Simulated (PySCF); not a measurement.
**Multinuclear NMR of C5H6N2O**

Molfile (atoms numbered from 1):
```
C5H6N2O
     RDKit          3D

 14 13  0  0  0  0  0  0  0  0999 V2000
   -1.2790    1.5020   -1.7283 N   0  0  0  0  0  0  0  0  0  0  0  0
   -1.5607    0.0853   -1.5649 C   0  0  0  0  0  0  0  0  0  0  0  0
   -0.6272   -0.5967   -0.6845 C   0  0  0  0  0  0  0  0  0  0  0  0
    0.2187   -1.0533    0.0455 C   0  0  0  0  0  0  0  0  0  0  0  0
    1.2009   -1.5553    0.9238 C   0  0  0  0  0  0  0  0  0  0  0  0
    1.6855   -0.9203    1.8991 N   0  0  0  0  0  0  0  0  0  0  0  0
    1.5428    0.3125    2.4128 C   0  0  0  0  0  0  0  0  0  0  0  0
    2.0970    1.3184    2.0535 O   0  0  0  0  0  0  0  0  0  0  0  0
   -0.3540    1.6388   -2.1221 H   0  0  0  0  0  0  0  0  0  0  0  0
   -1.3058    1.9806   -0.8341 H   0  0  0  0  0  0  0  0  0  0  0  0
   -2.5725   -0.0212   -1.1568 H   0  0  0  0  0  0  0  0  0  0  0  0
   -1.5395   -0.3869   -2.5533 H   0  0  0  0  0  0  0  0  0  0  0  0
    1.5489   -2.5711    0.7541 H   0  0  0  0  0  0  0  0  0  0  0  0
    0.9443    0.2668    3.3506 H   0  0  0  0  0  0  0  0  0  0  0  0
  1  2  1  0
  2  3  1  0
  3  4  3  0
  4  5  1  0
  5  6  2  0
  6  7  1  0
  7  8  2  0
  1  9  1  0
  1 10  1  0
  2 11  1  0
  2 12  1  0
  5 13  1  0
  7 14  1  0
M  END
```

All values are calculated (PySCF 2.14): NMR shieldings at PBE0/pcSseg-1/GIAO, geometry: GFN2-xTB. One conformer, one averaged value for each set of equivalent atoms, relativity neglected, no solvent.

(1) What are the ¹⁵N shifts?

(2) What are the ¹⁷O shifts?

## Answers

(1) 
```
atoms     environment  σ (ppm)  δ (ppm)
   N6  imine nitrogen   -155.3     -4.9
   N1  amine nitrogen    225.3   -355.6
```

Shieldings were converted by a linear fit to measured shifts: ¹⁵N (scatter 6.3 ppm rms vs CH3NO2, solution or neat liquid). A few per cent of atoms miss by over 2 rms, more outside the fitted compound classes.

On a 500 MHz spectrometer ¹⁵N resonates near 50.7 MHz, so 1 ppm is 50.7 Hz.

(2) 
```tsv
atoms	environment	σ (ppm)	δ (ppm)
O8	amide-type carbonyl oxygen	-170.6	422.1
```

Shieldings were converted by a linear fit to measured shifts: ¹⁷O: δ = 266.70 − 0.911σ (rms 10.7 ppm, 155 shifts, 12.2 ppm with the 3 outliers that the fit left out vs liquid water, solution or neat liquid). Occasional misses reach two or three times the rms, and more in compound classes unlike the fitted ones.

On a 300 MHz spectrometer ¹⁷O resonates near 40.7 MHz, so 1 ppm is 40.7 Hz.
